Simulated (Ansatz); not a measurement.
Basis-set series for C2H9InO3S (`C[S+](C)[In-]([OH])([OH])[OH]`). The species carries charge 0 and has multiplicity 1. In: def2 effective core potential. All single points use the PBE0-D4/def2-TZVP geometry. It is one conformer, not always the lowest.

Z-matrix (Å, degrees):
```
C
S 1 1.799
H 1 1.090 2 106.8
H 1 1.090 2 109.4 3 118.4
H 1 1.090 2 109.8 3 -119.6
C 2 1.800 1 100.7 3 -167.7
In 2 2.656 1 94.5 3 -67.8
H 6 1.091 2 109.5 1 57.3
H 6 1.090 2 109.5 1 -65.2
H 6 1.090 2 107.0 1 176.5
O 7 1.994 2 104.2 1 177.9
O 7 2.000 2 96.5 1 52.3
O 7 2.015 2 91.9 1 -62.7
H 11 0.960 7 111.1 2 111.3
H 12 0.960 7 112.3 2 113.0
H 13 0.959 7 112.0 2 123.8
```

```csv
functional,basis,functions,energy (Eh),HOMO (eV),LUMO (eV)
PBE0-D4,def2-TZVPP,373,-895.38017,-7.59,-0.88
PBE0-D4,def2-QZVPP,707,-895.41291,-7.63,-1.00
ωB97M-V,def2-TZVPP,373,-895.65968,-9.84,0.78
ωB97M-V,def2-QZVPP,707,-895.69123,-9.88,0.52
```

Question: Give the rows for def2-SVP. (Best estimate.)

Answer: Computed: 
| functional | basis | functions | energy (Eh) | HOMO (eV) | LUMO (eV) |
| --- | --- | --- | --- | --- | --- |
| PBE0-D4 | def2-SVP | 159 | -894.84435 | -7.41 | -0.55 |
| ωB97M-V | def2-SVP | 159 | -895.11166 | -9.68 | 1.33 |

Positive LUMOs are unbound and depend on the basis.
